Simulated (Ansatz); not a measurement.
Sn(SMe)H3 (CH6SSn), relaxed as a singlet with RKS r2SCAN-D4/def2-SVP in Ansatz, starting from the GFN2-xTB geometry. Force threshold 0.02 eV/Å.

In the def2 sets Sn takes a core potential; there is no spin–orbit coupling.

Start:

```csv
atom,x (Å),y (Å),z (Å)
Sn1,1.280,0.667,0.712
S2,-0.208,-1.210,0.671
C3,-1.325,-0.755,-0.689
H4,-1.845,0.168,-0.455
H5,-2.038,-1.569,-0.770
H6,-0.772,-0.659,-1.617
H7,2.167,0.776,-0.712
H8,2.317,0.476,1.999
H9,0.423,2.106,0.860
```

| step | energy (eV) | largest force component (eV/Å) | SCF passes |
| --- | --- | --- | --- |
| 1 | -17797.8713 | 0.583 | 25 |
| 2 | -17797.9197 | 0.320 | 29 |
| 3 | -17797.9396 | 0.064 | 29 |
| 4 | -17797.9402 | 0.031 | 28 |
| 5 | -17797.9406 | 0.027 | 29 |
| 6 | -17797.9408 | 0.004 | 29 |

Force components are those of the run's own axes.

End:

```xyz
9

Sn    1.288    0.690    0.714
S    -0.214   -1.214    0.717
C    -1.302   -0.752   -0.682
H    -1.837    0.191   -0.492
H    -2.044   -1.558   -0.776
H    -0.747   -0.679   -1.629
H     2.132    0.748   -0.780
H     2.356    0.448    2.025
H     0.367    2.126    0.905
```

By distances, no bond broke or formed. The bond that changes most is Sn1–H8, from 1.66 to 1.71 Å (atoms count from 1).

No frequencies were taken in this run, so the end may be a saddle point.

Hardware: 4 threads of Intel Xeon Platinum 8259CL on a shared host. Wall time 13 s.
